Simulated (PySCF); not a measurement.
## Identify the compound

Molecular formula: C₈H₁₂O. Simulated spectra:

1H NMR (400 MHz, computed): δ 7.25 (m, 1H), 7.06 (m, 1H), 6.38 (m, 1H), 1.25 (s, 9H).

13C{1H} NMR (computed): δ 134.7, 130.0, 128.9, 104.2, 32.8, 31.5.

PySCF 2.14.0 with density-fitted response routines calculation with coordinates at the PBE0-D3(BJ)/def2-SVP level and NMR shieldings at KT3/pcSseg-1/GIAO; a single conformation, no relativistic terms, averaged over atoms made equivalent by symmetry, fast rotation or ring inversion, isolated molecule.

δ = σ(ref) − σ, references computed at the same level: 1H (σref 31.32), 13C (σref 182.31) against TMS.

Q: What is the structure?

A: 
1. The formula gives 3 degrees of unsaturation (1 ring in the answer).
2. 6 carbon signals for 8 carbons: some carbons are equivalent by symmetry or fast rotation.
3. Carbon types of the structure: 2 × C, 3 × CH, 3 × CH3, which accounts for all hydrogens.
4. δC 134.7, 128.9: aromatic CH next to the ring oxygen.
5. δC 130.0: substituted aromatic carbon.
6. δC 104.2: aromatic CH.
7. δC 32.8: quaternary sp3 carbon on an aromatic ring; aliphatic region, no heteroatom directly attached.
8. δC 31.5: methyl carbon; aliphatic region, no heteroatom directly attached.
9. δH 7.25, 7.06: hydrogen on an aromatic CH next to the ring oxygen; the ring current deshields protons in the ring plane.
10. δH 6.38: hydrogen on an aromatic CH; ring-current deshielding.

These data were computed for 3-tert-butylfuran (C1=C(C(C)(C)C)C=CO1).

The data come from this structure; uniqueness wasn't tested.

Shifts are as computed, not scaled to solution data. Of 1211 compounds with measured shifts, 218 miss one by over three times the rms of a fit or turn the order of signals round; such compounds aren't used in these exercises. No couplings were computed; multiplicities are counted from neighbouring protons, with m where these are inequivalent, close in shift, in a saturated or five-membered ring or joined by F or P, and br s for small geminal =CH2 splittings.
